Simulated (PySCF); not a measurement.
Species: C8H11N.
Atom-mapped SMILES: `[CH3:1][CH:2]1[CH2:3][C:4](=[CH:5][CH2:6][C:7]#[N:8])[CH2:9]1`

Geometry (GFN2-xTB, Å), atoms numbered from 1 in this order:
```xyz
20
C8H11N angstrom
C     -2.6195    0.1504    0.8136
C     -1.7478   -0.3716   -0.3128
C     -1.0201    0.7125   -1.1388
C      0.2912    0.1187   -0.7065
C      1.5505    0.4131   -0.9678
C      2.7128   -0.3514   -0.3880
C      3.3408    0.4363    0.6445
N      3.8188    1.0796    1.4595
C     -0.3797   -0.9405    0.1244
H     -2.0597    0.8474    1.4339
H     -2.9642   -0.6699    1.4400
H     -3.4897    0.6666    0.4131
H     -2.3178   -1.0667   -0.9319
H     -1.1848    1.7306   -0.7864
H     -1.2005    0.6841   -2.2129
H      1.8008    1.2529   -1.6015
H      2.3706   -1.2918    0.0512
H      3.4587   -0.5658   -1.1595
H     -0.1823   -1.9657   -0.1900
H     -0.1832   -0.8582    1.1937
```

Probes without a nucleus sit at each ring's centroid and 1 Å off its mean plane on both sides; NICS is minus the shielding there, NICSzz its component along the normal. Level: GIAO PBE0/pcSseg-1 (PySCF, non-relativistic, gas phase) on the GFN2-xTB geometry, one conformer.

Ring bond lengths (Å), with Mayer bond orders in brackets: C2–C3 1.545 (0.99), C3–C4 1.503 (1.03), C4–C9 1.504 (1.03), C9–C2 1.545 (0.99).

**Question.** What do the NICS probes read (ppm)?

**Answer.** 
```tsv
ring	type	NICS(0)	NICS(1), two faces	NICS(1)zz, two faces	rms pucker (Å)	centre to ring atoms, mean (Å)
C2–C3–C4–C9	4-membered carbocycle; formal bonds all single	2.8	-0.6 / -0.6	3.6 / 2.3	0.01	1.08
```

**Question.** What can be read from them?

**Answer.** 
- C2–C3–C4–C9: mean NICS(1)zz 2.9 ppm, near zero. C2, C3, C9 have four or more neighbours; no verdict on aromaticity is drawn.

**Question.** What field does 14.1 T along the ring normal induce along that normal at the second NICS(1) probe listed for ring C2–C3–C4–C9, 1 Å off the ring?

**Answer.** NICSzz × B0 = 2.3 ppm × 14.1 T = 32 μT, along the applied field.

**Question.** Give the inner angles of the rings and the Hirshfeld charges of the ring atoms.

**Answer.** 
- C2–C3–C4–C9: C2 89.6° (-0.015 e), C3 88.9° (-0.072 e), C4 92.8° (+0.010 e), C9 88.8° (-0.074 e); sum 360.0° against 360° for a flat convex ring.
